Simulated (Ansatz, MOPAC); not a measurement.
Lewis adduct: GaH2I (SMILES [GaH2][I]) (first 4 atoms) with H2O (SMILES O); geometry from B3LYP-D3(BJ)/def2-TZVP, rigid monomers moved along the line of their centres of mass till Ga1···O5 is 3.74 Å.
(charge 0, multiplicity 1):
```xyz
7

Ga    -0.027    -1.207     1.509
I     -0.162     1.068     0.285
H      1.396    -1.837     1.484
H     -1.411    -1.920     1.662
O      0.047    -0.468     5.179
H      0.211     0.461     4.947
H     -0.825    -0.494     5.596
```

Interaction energies are E(AB) − E(A) − E(B) at the monomers' geometry in the complex; basis-set methods are counterpoise corrected.

The state that PM3, PM7 reach isn't checked; PM7 holds dispersion and hydrogen-bond terms.

The values were computed with Ansatz (Gaussian orbitals); MOPAC for PM3, PM7 (differences of heats of formation). Each number belongs to the level named beside it. In def2 rows elements past Kr take small-core potentials, without spin–orbit coupling.

One of these levels gives -9.3 kJ/mol for the interaction energy. Name it.
(A) HF/def2-SVPD
(B) PM7
(C) PM3

B, PM7. The others give -31.1 (PM3), -13.0 (HF/def2-SVPD)

Ansatz is a program for electronic structure.
